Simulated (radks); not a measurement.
Q: Valence configurations of the gallium ion Ga3+ (all share [Ar]). Calculated with a radial shooting solver on a logarithmic mesh with Libxc functionals: scalar-relativistic Kohn-Sham, PBE, spin-polarised, spherical densities, point nucleus; open shells are filled with parallel spins first. Order these by energy: 3d9.5 4s0.5; 3d9.5 4p0.5; 3d9 4s1; 3d8 4s2; 3d10; 3d9 4p1.

A: From the lowest, in eV above it: 3d10 0.000; 3d9.5 4s0.5 8.427; 3d9.5 4p0.5 13.249; 3d9 4s1 17.901; 3d9 4p1 27.908; 3d8 4s2 42.314. NIST lists [Ar] 3d10 as the ground configuration; this level of theory agrees among the configurations tried. The energies are those of spherical high-spin densities, not of single terms.
